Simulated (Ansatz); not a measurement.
Input file for `NP(S)[SeH]`:

```yaml
crystal:
  periodic: [false, false, false]
  atoms:
    - {symbol: N, position_ang: [-0.604759, 1.211432, -0.387241]}
    - {symbol: P, position_ang: [0.242774, -0.015454, 0.471385]}
    - {symbol: S, position_ang: [1.744438, -0.238512, -1.014490]}
    - {symbol: Se, position_ang: [-1.312212, -1.636376, 0.066984]}
    - {symbol: H, position_ang: [-0.055798, 2.056080, -0.489383]}
    - {symbol: H, position_ang: [-1.504068, 1.416835, 0.029159]}
    - {symbol: H, position_ang: [2.673685, -0.617367, -0.122410]}
    - {symbol: H, position_ang: [-1.091857, -2.233738, 1.390096]}
basis:
  gaussian: {orbitals: def2-SVP}
correlation: {method: ccsd_t}
```

```sh
$ ansatz run in.yaml --threads 4 --pin off --events-out ev --progress --plain
```

Output of Ansatz, abridged:

```
Functional definition: HF
980 factors; integrals over basis functions are off by at most 1.4e-3 eV
mean field evaluation 1: about -86919.7406 eV, gradient 3.0e1 eV
mean field evaluation 2: about -86919.7904 eV, gradient 3.0e1 eV
mean field evaluation 4: about -86922.3095 eV, gradient 3.0e0 eV
mean field evaluation 8: about -86922.3615 eV, gradient 6.8e-4 eV
mean field -86922.36149919 eV, -3194.3378670023 hartree, gradient 2.8e-6 eV, S^2 0.000000; 0 other end points of the search recorded, 0 dependent functions left out
20 core orbitals not correlated: weight in the atoms' cores, before any rotation towards them, 1.000 or more for the frozen orbitals, at most 0.000 for the correlated occupied ones
reference -86922.36149919 eV, -3194.3378670023 hartree; 18, 18 occupied and 64, 64 virtual orbitals, 980 factors
second order -17.86210594 eV of doubles, -0.00000000 eV of singles
cycle   1  -18.41124581 eV  change   -5.5e-1 eV  update   9.8e-2
cycle   2  -18.91866407 eV  change   -5.1e-1 eV  update   3.0e-2
cycle   3  -18.99847676 eV  change   -8.0e-2 eV  update   1.5e-2
cycle   4  -18.99032669 eV  change    8.2e-3 eV  update   4.3e-3
cycle   5  -18.99144727 eV  change   -1.1e-3 eV  update   2.3e-3
cycle   6  -18.99075941 eV  change    6.9e-4 eV  update   8.7e-4
cycle   7  -18.99037183 eV  change    3.9e-4 eV  update   3.4e-4
cycle   8  -18.99049209 eV  change   -1.2e-4 eV  update   1.2e-4
cycle   9  -18.99050537 eV  change   -1.3e-5 eV  update   4.2e-5
perturbative correction -0.57858699 eV, -0.0212626797 hartree
Total energy: -86941.93059155 eV, -3195.0570178823 hartree
```

It took 2.3 s on 4 threads of a server CPU on a shared host, with 0.4 GiB of host memory at the peak.

The correlation energy is -19.569 eV, 3.0 % of it from (T); the T1 diagnostic reads 0.0111.
